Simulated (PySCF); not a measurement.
## GaS: energy against distance

Set-up: basis Ga def2-SVP, S def2-SVP; no relativity; PySCF 2.14. Energies in eV from Ga + S in their ground configurations at the same level. State: ²Σ⁺ (doublet), unpaired electrons σ ↑.

All columns are ωB97X. A positive dipole means Ga(−)S(+).

```
R (Å)  E (eV)  μ (D)  Mulliken charge on Ga (basis-dependent)  HOMO (eV)  LUMO (eV)  Mayer bond order  ⟨S²⟩
1.787  -2.373  -2.40                                     0.10      -9.38      -2.70              2.34  0.75
1.870  -3.057  -2.64                                     0.14      -9.48      -2.80              2.24  0.75
1.953  -3.420  -2.86                                     0.18      -9.56      -2.86              2.14  0.76
2.016  -3.544  -3.01                                     0.21      -9.48      -2.88              2.04  0.76
2.078  -3.576  -3.15                                     0.24      -9.34      -2.88              1.94  0.76
2.140  -3.543  -3.29                                     0.26      -9.20      -2.85              1.84  0.76
2.224  -3.431  -3.48                                     0.29      -9.02      -2.78              1.69  0.76
2.327  -3.228  -3.77                                     0.33      -8.80      -2.64              1.51  0.76
2.452  -2.940  -4.21                                     0.36      -8.53      -2.43              1.33  0.76
2.618  -2.527  -4.96                                     0.41      -8.16      -2.16              1.16  0.76
```

A fit through these points gives, at Re = 2.074 Å, μ = -3.14 D and dμ/dR = -2.22 D/Å; the reduced mass is 21.84 u.

Question: How strong is the fundamental in the double-harmonic approximation, I = 42.26·(dμ/dR)²/μred km/mol?

Answer: I = 42.26·(-2.22)²/21.84 = 9.54 km/mol at ωB97X.

Spin–orbit coupling is left out. The state is the lowest determinant that a PBE0 search found; another state may lie lower at other levels.
